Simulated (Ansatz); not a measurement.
Total energies of the cluster HfS₂ from Ansatz at CCSD(T)/def2-TZVPP, gas phase (1 Eh = 27.2114 eV = 2625.5 kJ/mol). The reference geometry is relaxed at PBE0-D4/def2-TZVP.

```
atom    x (Å)    y (Å)    z (Å)
 Hf1  -0.7403  -0.0305  -0.3969
  S2   1.0701   0.9725  -1.1806
  S3  -0.3297  -0.9420   1.5775
```

```csv
state,geometry,energy (Eh)
charge 0 singlet,reference,-843.30383
charge 1 doublet,reference,-842.99786
charge 0 triplet,relaxed at PBE0-D4/def2-TZVP,-843.26593
charge 0 quintet,relaxed at PBE0-D4/def2-TZVP,-843.16991
free Hf atom (triplet),–,-47.63370
free S atom (triplet),–,-397.64674
```

In the def2 sets Hf takes a core potential; there is no spin–orbit coupling. Correlated methods freeze 10 core orbitals; core or outer-core shells of Hf are correlated, in sets that lack core-valence functions.

Work out the vertical ionisation energy to the doublet.

E(charge 1 doublet) − E(charge 0 singlet) = -842.99786 − (-843.30383) = 0.30597 Eh = 8.33 eV.

Which of the charge 0 states is lowest, and how far above it are the others?

The singlet. triplet: -843.26593 − (-843.30383) = 0.03790 Eh = 99.5 kJ/mol; quintet: -843.16991 − (-843.30383) = 0.13392 Eh = 351.6 kJ/mol.

What is the binding energy per atom against free atoms?

Atoms: 1 × (-47.63370) + 2 × (-397.64674) = -842.92718 Eh. Binding: -842.92718 − (-843.30383) = 0.37665 Eh = 10.25 eV, or 3.42 eV for each of 3 atoms (no zero-point energy, no counterpoise term).

At CCSD(T)/def2-TZVPP the charge 1 doublet is spin-contaminated (final ⟨S²⟩ up to 1.06, 0.75 for a pure state). At CCSD(T)/def2-TZVPP the charge 0 triplet is spin-contaminated (final ⟨S²⟩ up to 2.13, 2.00 for a pure state). 

The structure comes from a short search, and lower isomers may exist.
